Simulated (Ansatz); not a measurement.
Si₁₇H₂₅, a doped nanocrystal cut from the lattice of silicon (interstitial H). The state is a doublet with charge 0. Geometry PBE-D4/def2-SVP.

Cartesian coordinates in Å:
```
Si -0.769 0.533 -4.332
Si -1.811 2.607 -0.681
Si -0.336 -3.234 2.362
Si -1.485 0.489 2.475
Si -0.575 -1.122 -0.709
Si 1.881 1.651 -1.712
Si 2.242 -0.401 1.594
Si 1.091 3.267 1.659
Si -1.095 -1.413 -3.044
Si -0.918 -3.333 0.084
Si -2.099 0.445 0.201
Si 1.392 1.409 -4.001
Si 0.471 3.180 -0.612
Si -1.733 -1.655 3.427
Si 1.914 -2.536 2.546
Si 0.783 1.144 2.633
Si 1.706 -0.463 -0.697
H -0.956 0.206 -5.795
H -1.801 1.561 -3.951
H -2.554 3.570 0.216
H -2.377 2.729 -2.072
H -0.489 -4.574 3.051
H -2.321 1.491 3.247
H 3.302 2.146 -1.555
H 3.669 0.054 1.820
H 0.242 4.294 2.370
H 2.538 3.680 1.777
H -2.520 -1.901 -3.148
H -0.185 -2.507 -3.546
H -2.357 -3.733 -0.136
H -0.042 -4.278 -0.702
H -3.511 -0.053 -0.005
H 1.534 2.726 -4.724
H 2.383 0.438 -4.595
H 0.657 4.542 -1.243
H -3.173 -2.098 3.326
H -1.373 -1.591 4.893
H 2.289 -2.485 4.009
H 2.817 -3.543 1.876
H 1.144 1.217 4.101
H 2.507 -1.487 -1.469
H -0.086 -0.975 1.059
```

Single mean-field runs in def2-TZVP are fitted with def2-universal-jkfit.

Problem. Estimate the α-spin orbital energies around the gap (eV) in Ansatz with HF/def2-TZVP, revPBE-D4/def2-TZVP, r2SCAN-D4/def2-TZVP, r2SCANh-D4/def2-TZVP, PBE0-D4/def2-TZVP.

Solution. 
```json
{"orbital": "HOMO−13", "HF/def2-TZVP": "-11.67", "revPBE-D4/def2-TZVP": "-7.69", "r2SCAN-D4/def2-TZVP": "-8.03", "r2SCANh-D4/def2-TZVP": "-8.45", "PBE0-D4/def2-TZVP": "-8.89"}
{"orbital": "HOMO−12", "HF/def2-TZVP": "-11.51", "revPBE-D4/def2-TZVP": "-7.53", "r2SCAN-D4/def2-TZVP": "-7.86", "r2SCANh-D4/def2-TZVP": "-8.28", "PBE0-D4/def2-TZVP": "-8.71"}
{"orbital": "HOMO−11", "HF/def2-TZVP": "-10.73", "revPBE-D4/def2-TZVP": "-7.15", "r2SCAN-D4/def2-TZVP": "-7.45", "r2SCANh-D4/def2-TZVP": "-7.83", "PBE0-D4/def2-TZVP": "-8.24"}
{"orbital": "HOMO−10", "HF/def2-TZVP": "-10.64", "revPBE-D4/def2-TZVP": "-7.04", "r2SCAN-D4/def2-TZVP": "-7.35", "r2SCANh-D4/def2-TZVP": "-7.72", "PBE0-D4/def2-TZVP": "-8.11"}
{"orbital": "HOMO−9", "HF/def2-TZVP": "-10.58", "revPBE-D4/def2-TZVP": "-6.99", "r2SCAN-D4/def2-TZVP": "-7.29", "r2SCANh-D4/def2-TZVP": "-7.67", "PBE0-D4/def2-TZVP": "-8.08"}
{"orbital": "HOMO−8", "HF/def2-TZVP": "-10.43", "revPBE-D4/def2-TZVP": "-6.91", "r2SCAN-D4/def2-TZVP": "-7.21", "r2SCANh-D4/def2-TZVP": "-7.59", "PBE0-D4/def2-TZVP": "-7.99"}
{"orbital": "HOMO−7", "HF/def2-TZVP": "-10.36", "revPBE-D4/def2-TZVP": "-6.82", "r2SCAN-D4/def2-TZVP": "-7.12", "r2SCANh-D4/def2-TZVP": "-7.48", "PBE0-D4/def2-TZVP": "-7.88"}
{"orbital": "HOMO−6", "HF/def2-TZVP": "-10.15", "revPBE-D4/def2-TZVP": "-6.79", "r2SCAN-D4/def2-TZVP": "-7.09", "r2SCANh-D4/def2-TZVP": "-7.46", "PBE0-D4/def2-TZVP": "-7.85"}
{"orbital": "HOMO−5", "HF/def2-TZVP": "-10.13", "revPBE-D4/def2-TZVP": "-6.75", "r2SCAN-D4/def2-TZVP": "-7.05", "r2SCANh-D4/def2-TZVP": "-7.42", "PBE0-D4/def2-TZVP": "-7.80"}
{"orbital": "HOMO−4", "HF/def2-TZVP": "-10.04", "revPBE-D4/def2-TZVP": "-6.68", "r2SCAN-D4/def2-TZVP": "-6.97", "r2SCANh-D4/def2-TZVP": "-7.34", "PBE0-D4/def2-TZVP": "-7.73"}
{"orbital": "HOMO−3", "HF/def2-TZVP": "-9.81", "revPBE-D4/def2-TZVP": "-6.53", "r2SCAN-D4/def2-TZVP": "-6.81", "r2SCANh-D4/def2-TZVP": "-7.17", "PBE0-D4/def2-TZVP": "-7.55"}
{"orbital": "HOMO−2", "HF/def2-TZVP": "-9.73", "revPBE-D4/def2-TZVP": "-6.50", "r2SCAN-D4/def2-TZVP": "-6.78", "r2SCANh-D4/def2-TZVP": "-7.13", "PBE0-D4/def2-TZVP": "-7.51"}
{"orbital": "HOMO−1", "HF/def2-TZVP": "-9.40", "revPBE-D4/def2-TZVP": "-6.18", "r2SCAN-D4/def2-TZVP": "-6.44", "r2SCANh-D4/def2-TZVP": "-6.78", "PBE0-D4/def2-TZVP": "-7.16"}
{"orbital": "HOMO", "HF/def2-TZVP": "-8.61", "revPBE-D4/def2-TZVP": "-5.12", "r2SCAN-D4/def2-TZVP": "-5.46", "r2SCANh-D4/def2-TZVP": "-5.82", "PBE0-D4/def2-TZVP": "-6.11"}
{"orbital": "LUMO", "HF/def2-TZVP": "1.63", "revPBE-D4/def2-TZVP": "-2.09", "r2SCAN-D4/def2-TZVP": "-2.05", "r2SCANh-D4/def2-TZVP": "-1.80", "PBE0-D4/def2-TZVP": "-1.47"}
{"orbital": "LUMO+1", "HF/def2-TZVP": "1.68", "revPBE-D4/def2-TZVP": "-2.05", "r2SCAN-D4/def2-TZVP": "-2.01", "r2SCANh-D4/def2-TZVP": "-1.76", "PBE0-D4/def2-TZVP": "-1.43"}
{"orbital": "LUMO+2", "HF/def2-TZVP": "1.81", "revPBE-D4/def2-TZVP": "-1.94", "r2SCAN-D4/def2-TZVP": "-1.91", "r2SCANh-D4/def2-TZVP": "-1.66", "PBE0-D4/def2-TZVP": "-1.32"}
{"orbital": "LUMO+3", "HF/def2-TZVP": "1.91", "revPBE-D4/def2-TZVP": "-1.81", "r2SCAN-D4/def2-TZVP": "-1.77", "r2SCANh-D4/def2-TZVP": "-1.51", "PBE0-D4/def2-TZVP": "-1.18"}
{"orbital": "LUMO+4", "HF/def2-TZVP": "2.06", "revPBE-D4/def2-TZVP": "-1.70", "r2SCAN-D4/def2-TZVP": "-1.64", "r2SCANh-D4/def2-TZVP": "-1.38", "PBE0-D4/def2-TZVP": "-1.07"}
{"orbital": "LUMO+5", "HF/def2-TZVP": "2.36", "revPBE-D4/def2-TZVP": "-1.51", "r2SCAN-D4/def2-TZVP": "-1.41", "r2SCANh-D4/def2-TZVP": "-1.15", "PBE0-D4/def2-TZVP": "-0.84"}
{"orbital": "β HOMO", "HF/def2-TZVP": "-9.00", "revPBE-D4/def2-TZVP": "-6.10", "r2SCAN-D4/def2-TZVP": "-6.34", "r2SCANh-D4/def2-TZVP": "-6.66", "PBE0-D4/def2-TZVP": "-7.02"}
{"orbital": "β LUMO", "HF/def2-TZVP": "-0.49", "revPBE-D4/def2-TZVP": "-4.35", "r2SCAN-D4/def2-TZVP": "-4.19", "r2SCANh-D4/def2-TZVP": "-3.94", "PBE0-D4/def2-TZVP": "-3.75"}
```
